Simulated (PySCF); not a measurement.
C2H4Cl2Sn, SMILES C=[CH][SnH]([Cl])[Cl].

The structure is a stationary point at PBE0-D3(BJ)/def2-SVP. The structure was generated by enumeration; whether it is a known compound was not checked. The def2 effective core potentials stand for the cores of Sn; spin–orbit coupling is left out. Other conformers were not sampled.

Calculation: PBE0/def2-TZVP (PySCF).

Computed frontier levels, gap, dipole moment and polarisability:
```
Item                                                                                                             Value
---------------------------------------------------------------------------------------------  -----------------------
highest occupied level                                                                                        -8.64 eV
lowest empty level                                                                                            -1.46 eV
orbital gap                                                                                                    7.18 eV
dipole moment                                                                                                   3.42 D
quadrupole, principal values (traceless, Buckingham form, about the centre of nuclear charge)    -7.46, 0.67, 6.79 D·Å
mean static polarisability                                                                       85.0 bohr³ (12.59 Å³)
polarisability, principal values                                                               69.9, 83.3, 101.7 bohr³
```
